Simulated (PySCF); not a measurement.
Spin-rotation constants: `O=C=C(CC#N)F`, C₄H₂FNO

Molfile (atoms numbered from 1):
```
C4H2FNO
     RDKit          3D

  9  8  0  0  0  0  0  0  0  0999 V2000
   -1.7006    2.0258    0.3474 N   0  0  0  0  0  0  0  0  0  0  0  0
   -1.2833    0.9930    0.0974 C   0  0  0  0  0  0  0  0  0  0  0  0
   -0.7283   -0.3093   -0.2068 C   0  0  0  0  0  0  0  0  0  0  0  0
    0.6662   -0.4365    0.3594 C   0  0  0  0  0  0  0  0  0  0  0  0
    0.7380   -0.8594    1.6525 F   0  0  0  0  0  0  0  0  0  0  0  0
    1.7416   -0.0794   -0.2883 C   0  0  0  0  0  0  0  0  0  0  0  0
    2.6532    0.2017   -0.9511 O   0  0  0  0  0  0  0  0  0  0  0  0
   -0.7185   -0.4509   -1.2901 H   0  0  0  0  0  0  0  0  0  0  0  0
   -1.3546   -1.0788    0.2544 H   0  0  0  0  0  0  0  0  0  0  0  0
  1  2  3  0
  2  3  1  0
  3  4  1  0
  4  5  1  0
  4  6  2  0
  6  7  2  0
  3  8  1  0
  3  9  1  0
M  END
```

Level of theory: PySCF, GIAO KT3/aug-pcSseg-1 magnetisability, rotational g tensor and spin-rotation constants, non-relativistic, gas phase. Geometry: GFN2-xTB.

**Question.** Give the nuclear spin-rotation constants along the inertial axes (H = +C I·J) beside the isotropic shieldings.

**Answer.** Rotational constants 4.1957, 1.7965, 1.4386 GHz. A star marks the isotopologue with that one atom substituted, in its own axes.
```
atom  isotope  Caa (kHz)  Cbb (kHz)  Ccc (kHz)  mean (kHz)  σ (ppm)
  N1      14N      0.500      0.330      0.201       0.343     -7.9
  F5      19F     -3.893      1.648      0.533      -0.571    451.3
  H8       1H     -0.417     -0.097     -0.037      -0.183     28.2
  H9       1H     -0.388      0.000     -0.119      -0.169     28.1
  C2     13C*      0.911      0.680      0.368       0.653     75.2
  C3     13C*      0.629      0.252      0.227       0.369    162.9
  C4     13C*      1.782      0.385      0.362       0.843     66.0
  C6     13C*      2.104      0.869      0.642       1.205    -53.1
  O7     17O*     -2.429     -0.858     -0.559      -1.282   -197.1
```
For the geometry as given, no vibrational averaging.

**Question.** How do the rotational constants and the g tensor change when H8, H9 are replaced by deuterium?

**Answer.** Constants 3.9791, 1.7554, 1.4260 GHz; g -0.0482, -0.0261, -0.0216, against -0.0499, -0.0267, -0.0220 before.
